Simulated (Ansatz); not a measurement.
Consider the isomerisation: `CC(F)C[SiH3]` → `C[SiH2]CCF`.

Gas-phase electronic energies from Ansatz, PBE0-D4/def2-TZVP geometries. CCSD(T)/CBS adds triple-zeta CCSD(T) − MP2 to the extrapolated MP2 energy (def2 sets, frozen cores). Functionals use def2-TZVPP. One conformer a species, not always the lowest.

```
 level  ΔE (kJ/mol)
B97M-V        -25.6
B2PLYP        -25.5
```

What does CCSD(T)/CBS give? (Best estimate.)

The calculation gave: -24.3 kJ/mol. The listed levels differ from it by -1.3, -1.2 kJ/mol.

Largest T1 diagnostic among the species: 0.011.

At CCSD(T), def2-SVP lies +13.6 kJ/mol from the extrapolated value and def2-TZVPP +0.9 kJ/mol. Leaving LDA and LC-ωPBE aside and taking each functional with its dispersion term where it has one, the values, not all of them listed here, spread over 3.3 kJ/mol, from HSE06-D4 to ωB97X-V. LDA lies +6.1 kJ/mol from PBE without D4.

CCSD(T)/CBS has its own doubt, a few kJ/mol and more with outer-core shells, so smaller differences from it don't rank the levels.
